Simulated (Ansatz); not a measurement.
A search over several starts for the lowest SCF solution of NbCl3O⁺, that is NbOCl3 with one electron fewer at the given spin, in a small basis.

```yaml
crystal:
  periodic: [false, false, false]
  atoms:
    - {symbol: Nb, position_ang: [0.000302, -0.000689, 0.074224]}
    - {symbol: O, position_ang: [0.008644, -0.015760, 1.772740]}
    - {symbol: Cl, position_ang: [2.184870, 0.011102, -0.626101]}
    - {symbol: Cl, position_ang: [-1.101693, 1.897422, -0.593467]}
    - {symbol: Cl, position_ang: [-1.092114, -1.892084, -0.627397]}
basis:
  gaussian: {orbitals: def2-SVP}
total_charge: 1
magnetization: {spin_polarized: true, initial_magnetization: 1}
hamiltonian: {xc: pbe0, dispersion: d4}
output: {orbitals: {seedname: orbitals}}
```

```sh
$ ansatz run in.yaml --threads 4 --pin off --events-out ev --progress --plain --max-ram 3916MiB
```

Shortened log:

```
Functional definition: PBE0
927 factors; integrals over basis functions are off by at most 1.3e-3 eV
mean field evaluation 1: about -41119.3623 eV, gradient 5.7e1 eV
mean field evaluation 2: about -40922.3800 eV, gradient 1.7e2 eV
mean field evaluation 4: about -41131.0918 eV, gradient 1.6e1 eV
mean field evaluation 8: about -41132.3818 eV, gradient 2.5e-1 eV
mean field evaluation 16: about -41132.5100 eV, gradient 2.5e-3 eV
mean field evaluation 32: about -41132.5648 eV, gradient 2.1e-1 eV
mean field evaluation 64: about -41132.5773 eV, gradient 2.0e-1 eV
mean field evaluation 96: about -41132.5627 eV, gradient 3.1e-1 eV
mean field evaluation 128: about -41132.5532 eV, gradient 1.8e-1 eV
mean field evaluation 160: about -41132.3608 eV, gradient 4.9e0 eV
mean field evaluation 192: about -41132.5441 eV, gradient 2.8e-1 eV
mean field evaluation 224: about -41132.3620 eV, gradient 4.4e0 eV
mean field -41132.59324105 eV, -1511.5949209354 hartree, gradient 3.1e-6 eV, S^2 0.777800; 16 other end points of the search recorded, 0 dependent functions left out
reference -41132.59329426 eV, -1511.5949228910 hartree; 36, 35 occupied and 63, 64 virtual orbitals, 927 factors
Total energy: -41132.76025441 eV, -1511.6010585632 hartree
```

It took 40 s on 4 threads of Arm Neoverse V2 on a shared host.

In the def2 sets Nb takes a core potential; there is no spin–orbit coupling.
